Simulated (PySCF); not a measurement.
## Electronic absorption of [(OH)3Sn]2NH

Species: [(OH)3Sn]2NH.
Structure used (PBE0-D3(BJ)/def2-SVP), in Å, numbered top down from 1:
```xyz
16
H7NO6Sn2 angstrom
Sn     1.2430    0.8922    0.5489
O      2.1349    2.1831    1.7295
O     -0.0297    1.8616   -0.6514
O      2.6025   -0.0539   -0.4973
N     -0.0614   -0.3660    1.4572
Sn    -1.2794   -1.0920    0.0195
O     -2.4016    0.2094   -0.9362
O      0.2467   -1.5683   -1.1817
O     -2.4104   -2.6142    0.5177
H      3.0591    1.9375    1.8641
H      0.4014    2.4331   -1.2981
H      2.1146   -0.8110   -0.8732
H     -0.5065   -0.0046    2.3000
H     -1.8358    1.0038   -0.9981
H     -0.0057   -1.5576   -2.1129
H     -3.3059   -2.4871    0.1784
```

Computed, not measured: TDDFT CAM-B3LYP/def2-SVPD, vertical, gas phase, core orbitals frozen in the response, def2 core potentials past Kr (PySCF). Spin–orbit coupling is left out.

**Question.** What does the calculation give for the low-lying excited states?

**Answer.** 

```json
{"state": "S1", "E (eV)": "5.07", "E (hartree)": "0.1864", "f": "0.040", "|μ| (D)": "1.44", "main configurations (H = HOMO, L = LUMO)": "H→L (92%)"}
{"state": "S2", "E (eV)": "5.85", "E (hartree)": "0.2150", "f": "0.0097", "|μ| (D)": "0.66", "main configurations (H = HOMO, L = LUMO)": "H-2→L (63%), H-1→L (9%)"}
{"state": "S3", "E (eV)": "5.90", "E (hartree)": "0.2167", "f": "0.031", "|μ| (D)": "1.18", "main configurations (H = HOMO, L = LUMO)": "H-1→L (70%), H-2→L (8%)"}
{"state": "S4", "E (eV)": "6.03", "E (hartree)": "0.2217", "f": "0.023", "|μ| (D)": "1.01", "main configurations (H = HOMO, L = LUMO)": "H-3→L (59%)"}
{"state": "S5", "E (eV)": "6.27", "E (hartree)": "0.2306", "f": "0.065", "|μ| (D)": "1.65", "main configurations (H = HOMO, L = LUMO)": "H-6→L (23%), H→L+1 (20%), H-4→L (12%)"}
{"state": "S6", "E (eV)": "6.33", "E (hartree)": "0.2326", "f": "0.055", "|μ| (D)": "1.51", "main configurations (H = HOMO, L = LUMO)": "H→L+1 (46%), H-4→L (19%)"}
{"state": "S7", "E (eV)": "6.38", "E (hartree)": "0.2344", "f": "0.083", "|μ| (D)": "1.85", "main configurations (H = HOMO, L = LUMO)": "H-4→L (29%), H-5→L (20%), H-6→L (13%)"}
{"state": "S8", "E (eV)": "6.51", "E (hartree)": "0.2392", "f": "0.054", "|μ| (D)": "1.48", "main configurations (H = HOMO, L = LUMO)": "H-5→L (35%), H-6→L (16%), H-4→L (11%)"}
{"state": "S9", "E (eV)": "6.84", "E (hartree)": "0.2512", "f": "0.266", "|μ| (D)": "3.20", "main configurations (H = HOMO, L = LUMO)": "H-7→L (62%), H-6→L (8%)"}
{"state": "S10", "E (eV)": "7.22", "E (hartree)": "0.2654", "f": "0.113", "|μ| (D)": "2.03", "main configurations (H = HOMO, L = LUMO)": "H-8→L (38%), H-9→L (15%), H-4→L+1 (12%)"}
```

Triplets, Tamm–Dancoff:

```
state  E (eV)  λ (nm)  main configurations (H = HOMO, L = LUMO)
   T1    4.50   275.3                                 H→L (88%)
   T2    5.40   229.8                  H-1→L (60%), H-2→L (10%)
   T3    5.43   228.2   H-2→L (57%), H-1→L+1 (12%), H-1→L (10%)
   T4    5.54   223.8  H-3→L (57%), H-2→L+1 (10%), H-6→L+1 (8%)
```

The lowest singlet lies at 5.07 eV (244 nm, ultraviolet) and is of moderate strength; its leading configuration is HOMO→LUMO (92%). The strongest level in the table is S9 at 6.84 eV (181 nm, f = 0.266). Löwdin shares by element: HOMO nitrogen 65%, oxygen 12% or more, hydrogen 7% or more, tin 5% or more; LUMO tin 42%, nitrogen 10%, oxygen 9% or more (atoms not listed hold the other 39%). Weighted by f, the mean energy of these states is 6.56 eV. Orbital energies (eV): HOMO-3 -10.81, HOMO-2 -10.53, HOMO-1 -10.51, HOMO -9.76, LUMO -1.40, LUMO+1 -0.25, LUMO+2 0.74. The vertical ionisation energy (ΔSCF) is 10.25 eV, 3.03 eV above S10. Singlets were solved by full linear response, triplets in the Tamm–Dancoff approximation.

Time: 12 min (grids of density and orbitals included); peak memory 1.8 GiB. Hardware: one thread of an Arm Neoverse V1, shared host with 32 logical CPUs at a one-minute load of 18.

One conformer stands for the species.
